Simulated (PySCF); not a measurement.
Compound: C8H11ClSi.
SMILES with atom numbers: `[CH3:1][C:2]#[C:3][CH2:4][C:5]1=[CH:6][CH2:7][SiH2:8][C@H:9]1[Cl:10]`

Probes without a nucleus sit at each ring's centroid and 1 Å off its mean plane on both sides; NICS is minus the shielding there, NICSzz its component along the normal. Level: GIAO PBE0/pcSseg-1 (PySCF, non-relativistic, gas phase) on the GFN2-xTB geometry, one conformer.

Ring bond lengths (Å), with Mayer bond orders in brackets: C5–C6 1.326 (1.84), C6–C7 1.500 (1.05), C7–Si8 1.907 (0.91), Si8–C9 1.919 (0.81), C9–C5 1.496 (0.99).

Problem. What do the NICS probes read (ppm)?

Solution. 
| ring | type | NICS(0) | NICS(1), two faces | NICS(1)zz, two faces | rms pucker (Å) | centre to ring atoms, mean (Å) |
| --- | --- | --- | --- | --- | --- | --- |
| C5–C6–C7–Si8–C9 | 5-membered ring with Si; formal bonds 1 double, 4 single | -2.0 | -2.2 / -3.9 | 0.4 / -2.9 | 0.05 | 1.38 |

Problem. What do they say, and how far can they be read as aromaticity?

Solution. 
- C5–C6–C7–Si8–C9: mean NICS(1)zz -1.2 ppm, near zero. C7, Si8, C9 have four or more neighbours; no verdict on aromaticity is drawn. The two faces differ by 3.3 ppm, so no symmetry operation interchanges them.

Problem. What is the mean of the two in-plane components of NICS at the first NICS(1) probe listed for ring C5–C6–C7–Si8–C9, 1 Å off the ring?

Solution. The isotropic value is a third of the trace: (3 × -2.2 − (0.4))/2 = -3.5 ppm.

Problem. Give the inner angles of the rings and the Hirshfeld charges of the ring atoms.

Solution. 
- C5–C6–C7–Si8–C9: C5 117.3° (-0.007 e), C6 119.8° (-0.040 e), C7 104.3° (-0.161 e), Si8 92.3° (+0.347 e), C9 105.3° (-0.084 e); sum 539.0° against 540° for a flat convex ring.
